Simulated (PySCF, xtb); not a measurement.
C2H7ClOSi2, SMILES O[SiH2]/C(Cl)=C/[SiH3]. The values are those of a single conformer.

Harmonic wavenumbers (cm⁻¹) from xtb 6.7.1 with GFN2-xTB at its own minimum, in rising order: 22, 98, 115, 125, 144, 209, 251, 327, 379, 493, 535, 555, 585, 601, 724, 765, 772, 780, 784, 793, 803, 806, 864, 927, 1207, 1630, 2246, 2251, 2255, 2262, 2337, 3052, 3639.

### Question
What does r2SCAN-D4/def2-SVP (PySCF 2.14.0) give at its own minimum? (An estimate is asked for; the answer gives what the named calculation found.)

### Answer
49, 87, 117, 133, 162, 201, 260, 335, 456, 509, 613, 645, 659, 723, 745, 815, 826, 871, 897, 905, 936, 943, 944, 961, 1193, 1634, 2216, 2227, 2231, 2237, 2267, 3133, 3864. Paired by order, the mean absolute difference is 57 cm⁻¹ and the zero-point energies are 47.7 and 49.7 kcal/mol.
